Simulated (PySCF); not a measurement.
Al(Br)(Me)(NH2) (CH₅AlBrN), SMILES [CH3][Al]([NH2])[Br]. Geometry: TPSSh-D3(BJ)/def2-SVP. The structure was generated by enumeration; whether it is a known compound was not checked. Other conformers were not sampled.

Q: Give the equilibrium geometry at TPSSh-D3(BJ)/def2-SVP (PySCF confirms it by a frequency run) as a Z-matrix. (The exact figures need the calculation; the answer reports its results.)

A: This is not unique; one that fits is 
```
Al
N 1 1.7716
H 2 1.0173 1 124.92
H 2 1.0174 3 109.98 1 179.98
C 1 1.9507 2 123.73 3 -179.99
H 5 1.1028 1 112.31 2 -0.32
H 5 1.1037 6 107.92 1 122.52
H 5 1.1037 6 107.91 7 114.95
Br 1 2.2769 2 115.61 3 0.01
```
Charge 0, spin multiplicity 1.
